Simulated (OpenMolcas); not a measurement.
# C+: the spin-orbit constant, thermal populations, worked from levels

```
Program             : OpenMolcas
Basis               : ANO-RCC-VDZ [3s2p]
Scalar Hamiltonian  : DKH2, point nucleus
Active space        : 3 electrons in 4 orbitals (2s 2p)
State averaging     : 2S+1 = 4 odd, 1 root; 2S+1 = 2 odd, 11 roots; 2S+1 = 4 even, 3 roots; 2S+1 = 2 even, 9 roots
Spin-orbit coupling : state interaction with AMFI integrals over the reference wave functions, term energies averaged over their components
```

Methods: CASSCF; MS-CASPT2, IPEA 0.25 Eh, imaginary shift 0.1 Eh (closed shells correlated: 1s). Measured levels: NIST Handbook of Basic Atomic Spectroscopic Data.

**The spin-orbit constant.** For the Hund term 2P* of p1, E(J) = (A/2) J(J+1) + constant and ζ = 2S·A = A. From J = 1/2 to J = 3/2 the energy changes by 1.5 A.

| Source | E(3/2) - E(1/2) | A | ζ |
| --- | --- | --- | --- |
| CASSCF | 56.8 | 37.9 | 38 |
| MS-CASPT2 | 56.9 | 37.9 | 38 |
| measured | 63.4 | 42.3 | 42 |

All in cm-1. MS-CASPT2 is off by -10.3 % and CASSCF by -10.4 %. Both methods take the spin-orbit matrix elements from the reference wave functions, so the second can move ζ only through the term energies and any multistate remixing.

**Thermal populations.** Z = Σ (2J + 1) exp(-E/kT) with k = 0.695035 cm-1/K, over the levels below. No other level of either list lies under 90000 cm-1, which is above 7 kT at each temperature.

| Level | 2J + 1 | MS-CASPT2 | measured |
| --- | --- | --- | --- |
| 2s2 2p 2P* 1/2 | 2 | 0.0 | 0.0 |
| 2s2 2p 2P* 3/2 | 4 | 56.9 | 63.4 |
| 2s 2p2 4P 1/2 | 2 | 38430 | 43003 |
| 2s 2p2 4P 3/2 | 4 | 38450 | 43025 |
| 2s 2p2 4P 5/2 | 6 | 38480 | 43054 |
| 2s 2p2 2D 3/2 | 4 | 80450 | 74933 |
| 2s 2p2 2D 5/2 | 6 | 80450 | 74930 |

| T (K) | Z, MS-CASPT2 | Z, measured levels | Ground level (%), MS-CASPT2 | Ground level (%), measured levels |
| --- | --- | --- | --- | --- |
| 5000 | 5.935 | 5.928 | 33.7 | 33.7 |
| 8000 | 5.971 | 5.960 | 33.5 | 33.6 |
| 12000 | 6.093 | 6.040 | 32.8 | 33.1 |

At 12000 K, kT = 8340 cm-1, and the computed levels give Z = 2.000 + 3.973 + 0.020 + 0.040 + 0.059 + 0.000 + 0.000 = 6.093.

Without dynamic correlation excited terms often stand tens of per cent too high (terms of higher spin than the ground term too low), and those without a measured partner can miss by more than the paired ones (holds for CASSCF). Computed and measured levels are paired by configuration, term and J; levels that our copy of the source lacks, or whose pairing is in doubt (as where it misses far off the trend of its configuration), stay unpaired and out of the deviations. Levels of configurations outside the active space are missing.

* marks odd parity.
